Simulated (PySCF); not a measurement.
ZrCl₄ + H₂O → H₂ZrO + 2 Cl₂

Level: PBE0 in the def2-TZVP basis family, computed in PySCF with density fitting; scalar-relativistic core potentials for atoms from Rb on, none lighter, no spin–orbit coupling; open shells unrestricted.

| species | state and structure | E (Eh) | ZPE (kJ/mol) | H(298 K) − H(0) (kJ/mol) | S° (J/(mol K)) |
| --- | --- | --- | --- | --- | --- |
| ZrCl₄ | singlet, Td, Zr–Cl 2.317 Å (×4) | -1887.62261 | 13.2 | 22.5 | 367.2 |
| H₂O | singlet, C2v, O–H 0.960 Å (×2); H–O–H 105.1° | -76.37736 | 56.5 | 9.9 | 188.7 |
| H₂ZrO | singlet, Cs, Zr–H 1.871 Å (×2), Zr–O 1.722 Å; H–Zr–H 111.8°, H–Zr–O 105.4° (×2) | -123.40365 | 34.8 | 11.8 | 263.7 |
| Cl₂ | singlet, D∞h, Cl–Cl 1.982 Å | -920.08940 | 3.5 | 9.1 | 222.5 |

Task: What is the electronic reaction energy?

Result: At PBE0/def2-TZVP, ΔE = 1096.2 kJ/mol from the differences of the total energies times 2625.5, uphill. 

Task: Add zero-point, thermal and entropy terms for 298.15 K and 1 bar.

Result: ΔZPE = -27.9 and Δ[H(298) − H(0)] = -2.4 kJ/mol give ΔH° = 1065.9 kJ/mol. ΔS° = 152.8 J/(mol K), so ΔG° = 1065.9 − 298.15 × (0.1528) = 1020 kJ/mol.

Only the bonding shown was studied: isomers, or loss of a ligand pair, can lie lower.
